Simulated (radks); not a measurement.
Q: These are the eigenvalues of the occupied orbitals of an atom or ion with whole-number occupations (hartree). Method: scalar-relativistic Kohn-Sham, LDA (Slater exchange, Perdew-Wang correlation), spin-polarised, spherical densities, finite nucleus; Fermi nuclear charge, rms radius of each element as measured or else 0.836 A^(1/3) + 0.57 fm; computed with a radial shooting solver on a logarithmic mesh with Libxc functionals.

| orbital | eigenvalue |
|---|---|
| 1s up | -930.5130 |
| 1s down | -930.5129 |
| 2s up | -137.7587 |
| 2s down | -137.7518 |
| 2p up | -123.7378 |
| 2p down | -123.7323 |
| 3s up | -25.92308 |
| 3s down | -25.91825 |
| 3p up | -21.31748 |
| 3p down | -21.31225 |
| 3d up | -14.03037 |
| 3d down | -14.02345 |
| 4s up | -4.33583 |
| 4s down | -4.30988 |
| 4p up | -2.99324 |
| 4p down | -2.96687 |
| 4d up | -1.08306 |
| 4d down | -1.05848 |

Which element is it, and in what charge state? The configuration may be excited. Open shells, if any, are filled with parallel spins first.

A: Z = 47, silver, charge +2: Ag2+ in [Kr] 4d9. The list shows which subshells hold electrons but not how many an open one holds; the 1s level, -930.51 hartree, gives Z - s = 43.1 by -(Z - s)^2/2, which with screening and relativity narrows Z to a few neighbours, and the depths of the outer levels then fix element, charge and occupations together.
